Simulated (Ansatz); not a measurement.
# Relaxing a trial structure of CH2GeSn

The starting geometry of this gas-phase singlet was optimised with GFN2-xTB.

| atom | x (Å) | y (Å) | z (Å) |
| --- | --- | --- | --- |
| C | 0.5620 | -0.6719 | 0.0130 |
| Ge | 0.6852 | 0.8737 | 0.9932 |
| Sn | -1.1447 | -0.1904 | -1.1435 |
| H | 1.1322 | -1.5870 | -0.0347 |
| H | -1.1786 | 1.4749 | -0.2181 |

**Question.** Predict what it relaxes into with B3LYP-D3(BJ)/def2-SVP.

**Answer.** New bonds form, giving a structure with H5 bridging Sn3 and Ge2, given below by its coordinates. Contacts that close: Ge2–Sn3 (3.01 → 2.94 Å), Ge2–H5 (2.30 → 1.79 Å).

The energy falls by 0.22 eV over 7 steps:

```
step  E − E(last) (eV)
   1             0.223
   2             0.077
   3             0.021
   4             0.006
   5             0.002
   6             0.000
   7             0.000
```

Final geometry (Å):

```yaml
atoms:
  - { symbol: C, position_ang: [0.4943, -0.6824, -0.0517] }
  - { symbol: Ge, position_ang: [0.5171, 0.9390, 0.8925] }
  - { symbol: Sn, position_ang: [-1.1878, -0.2315, -1.2013] }
  - { symbol: H, position_ang: [1.1636, -1.5443, 0.0164] }
  - { symbol: H, position_ang: [-0.9310, 1.4184, -0.0460] }
```

Frequencies at the end are all real (lowest 218 cm⁻¹). Atoms past krypton carry core potentials, without spin–orbit terms. Run with Ansatz 0.2.0, 20 s on 2 threads of Intel(R) Xeon(R) Platinum 8259CL CPU @ 2.50GHz (Skylake/Cascade Lake) (shared host).
